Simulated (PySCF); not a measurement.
# Energy of Ti(2+) (titanium, charge +2) between two integer charges

The 3d alpha orbital of [Ar] 3d2 is emptied in steps (occupation f), with all orbitals relaxed, ending at [Ar] 3d1. All numbers are calculated (PySCF 2.14, the non-relativistic Hamiltonian (point nucleus), in def2-TZVPPD). The exact energy is a straight line in f; departures are measured from the line between the end points of the same method.

| f | M06-2X (eV) |
| --- | --- |
| 1 | 0.000 |
| 0.8 | -0.487 |
| 0.6 | -0.737 |
| 0.4 | -0.744 |
| 0.2 | -0.501 |
| 0 | 0.000 |

Question: For M06-2X, how does the orbital energy at f = 1 compare with the removal energy?

Answer: −ε = 24.416 eV against a total-energy difference of 27.431 eV. By Janak's theorem ε = ∂E/∂f, so the gap between them reflects the curvature. Along the path −ε is 25.583 (f = 0.8), 26.783 (f = 0.6), 28.015 (f = 0.4), 29.281 (f = 0.2) eV.

Reference removal energy between the ground levels: 27.492 eV (measured; NIST Atomic Spectra Database, ionization energies). The calculation has no spin-orbit coupling.
